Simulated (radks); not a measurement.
Results of a calculation; reference values are marked as such.
Species: the osmium ion Os1.25+. Configuration: [Xe] 4f14 5d(up 3, down 3) 6s(up 0.5, down 0.25) (fractional occupations, a model configuration). Code: a radial shooting solver on a logarithmic mesh with Libxc functionals. Model: scalar-relativistic Kohn-Sham, r2SCAN, spin-polarised, spherical densities, finite nucleus; meta-GGA in the generalised Kohn-Sham scheme; Fermi nuclear charge, rms radius 5.4126 fm.

Unscreened Slater integrals over Kohn-Sham orbitals (hartree). They are taken over the spin-up orbitals.

\begin{tabular}{lr}
integral & value \\ \hline
F0(6s,6s) & 0.32959 \\
F0(6s,5d) & 0.38384 \\
G2(6s,5d) & 0.10278 \\
F0(6s,5p) & 0.40916 \\
G1(6s,5p) & 0.031242 \\
F0(5d,5d) & 0.52391 \\
F2(5d,5d) & 0.26736 \\
F4(5d,5d) & 0.17512 \\
F0(5d,5p) & 0.61169 \\
F2(5d,5p) & 0.29320 \\
G1(5d,5p) & 0.34661 \\
G3(5d,5p) & 0.21318 \\
F0(5p,5p) & 0.76870 \\
F2(5p,5p) & 0.41403 \\
\end{tabular}

Derived for the open shells (J is the average intra-shell exchange parameter used in DFT+U). 5d: Racah B = F2/49 - 5 F4/441 = 0.003471 hartree, C = 35 F4/441 = 0.01390 hartree, C/B = 4.00, F4/F2 = 0.655, J = (F2 + F4)/14 = 0.03161 hartree.
